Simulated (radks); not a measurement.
Species: Ne8+. Configuration: [He] (the NIST ground configuration).

Calculated with a radial shooting solver on a logarithmic mesh with Libxc functionals: Dirac Kohn-Sham, LDA (Slater exchange, Perdew-Wang correlation), spin-unpolarised, spherical densities, finite nucleus; Fermi nuclear charge, rms radius 3.0055 fm.

Energy parts (eV):
part                     energy
total                 -2539.703
kinetic                2542.295
electron-nucleus      -5263.042
Hartree                 326.839
exchange-correlation   -145.796

Orbitals (lengths in bohr, moments of r in powers of bohr):
| orbital | occ. | eigenvalue (eV) | <r^2> | small-component weight |
|---|---|---|---|---|
| 1s1/2 | 2 | -1130.067 | 0.03292 | 1.24e-03 |

The highest occupied level is 1s1/2 at -1130.1 eV. The density falls to 0.001 e/bohr^3 at r = 0.70 bohr. The electron density at the nucleus is 615.1 e/bohr^3. For comparison, the ionisation energy in NIST's Atomic Spectra Database is 1195.8 eV (theoretical). In exact Kohn-Sham theory the highest level is minus the ionisation energy, but local and semilocal functionals leave it too shallow, through self-interaction and a potential that decays too fast; potentials with the right tail come closer.
